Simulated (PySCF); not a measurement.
Re(OH)3 (H₃O₃Re), SMILES [OH][Re]([OH])[OH] (connectivity only; charge and spin as stated), neutral, multiplicity 3. The structure is a stationary point at PBE-D3(BJ)/def2-SVP. The spin state was assumed, not searched. The def2 effective core potentials stand for the cores of Re; spin–orbit coupling is left out. One conformer was computed; it need not be the lowest.

Level of theory: PBE-D3(BJ)/def2-SVP (PySCF).

Harmonic wavenumbers (cm⁻¹): 173, 180, 188, 417, 448, 468, 661, 671, 686, 717, 718, 727, 3562, 3565, 3571. Rotational constants (GHz): 5.409, 5.320, 2.749; symmetry number 1.

### Question
Work out the zero-point energy and the ideal-gas rigid-rotor harmonic-oscillator thermochemistry at 298.15 K and 1 atm.

### Answer
ZPE = ½ Σ hcν = ½ × 16752 cm⁻¹ = 23.95 kcal/mol. H − E(el) = 28.37 kcal/mol. Entropy in cal/(mol K): translation 42.29, rotation 25.81, vibration 11.29, spin 2.18, total 81.58. G − E(el) = 4.05 kcal/mol. Cp = 22.68 cal/(mol K).
